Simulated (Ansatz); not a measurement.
Computed with Ansatz on PBE0-D4/def2-TZVP structures; ΔE is electronic, products minus reactants. CBS: MP2 limit from def2 TZ/QZ plus the TZ coupled-cluster correction, frozen cores. This one scheme is used for every species. Functionals use def2-TZVPP. Each species was taken in one conformer, which may not be the lowest.

Reaction (formal exchange of groups at a C–Si bond): `CN[SiH2]CN` + `OBCl` → `NCB(O)Cl` + `CN[SiH3]`

| level | ΔE (kJ/mol) |
| --- | --- |
| PBE0-D4 | -3.3 |
| ωB97X-V | -2.6 |
| ωB97M-V | -1.7 |
| PBE | -3.7 |
| MP2/def2-TZVPP | -1.1 |
| SCS-MP2/def2-TZVPP | -1.6 |
| MP2/def2-QZVPP | -0.6 |
| MP2/CBS(def2) | -0.2 |

**Question.** What does CCSD(T)/CBS give? (Best estimate.)

**Answer.** Ansatz gave: -1.2 kJ/mol. The listed levels differ from it by -2.1, -1.4, -0.5, -2.5, 0.1, -0.4, 0.6, 1.0 kJ/mol.

Largest T1 diagnostic among the species: 0.012.

In def2-TZVPP, CCSD(T) changes the Hartree–Fock value by +4.7 kJ/mol (the triples alone add +0.9 kJ/mol) and MP2 by +5.8 kJ/mol.
